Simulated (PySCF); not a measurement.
C3H2, SMILES [C][C][CH2] (connectivity only; charge and spin as stated), neutral, multiplicity 1. The structure is a stationary point at PBE0-D3(BJ)/def2-TZVP.

Computed with PySCF with PBE0-D3(BJ)/def2-TZVP.

Harmonic wavenumbers (cm⁻¹): 231, 299, 1046, 1049, 1159, 1481, 2059, 3117, 3199. Rotational constants (GHz): 291.4, 10.68, 10.30; symmetry number 2.

Work out the zero-point energy and the ideal-gas rigid-rotor harmonic-oscillator thermochemistry at 298.15 K and 1 atm.

ZPE = ½ Σ hcν = ½ × 13641 cm⁻¹ = 19.50 kcal/mol. H − E(el) = 22.51 kcal/mol. Entropy in cal/(mol K): translation 36.84, rotation 18.47, vibration 3.51, total 58.81. G − E(el) = 4.98 kcal/mol. Cp = 12.40 cal/(mol K).
